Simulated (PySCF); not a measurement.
Gas-phase reaction: 2 GeH2Cl2 = GeHCl3 + GeH3Cl

Energies from PySCF (xtb for GFN2), thermal terms from the rigid-rotor harmonic-oscillator model, ideal gas at 1 bar. † marks an energy on the PBE0/def2-TZVP geometry and frequencies; other levels use their own. CCSD(T) freezes the core. 6-31G* has spherical d functions here. All species are closed-shell singlets. Ge: all electrons, no relativistic terms. CCSD(T) isn't extrapolated to the basis-set limit.

| level | ΔH°(298 K), kJ |
|---|---|
| CCSD(T)/def2-SVP† | [?] |
| GFN2-xTB | 11 |
| HF/6-31G* | 8 |
| HF/def2-TZVP† | [?] |
| ωB97M-V/def2-TZVP† | 2 |

Question: Fill in the missing entries.

Answer: 
- CCSD(T)/def2-SVP†, ΔH°(298 K), kJ: 0
- HF/def2-TZVP†, ΔH°(298 K), kJ: 6
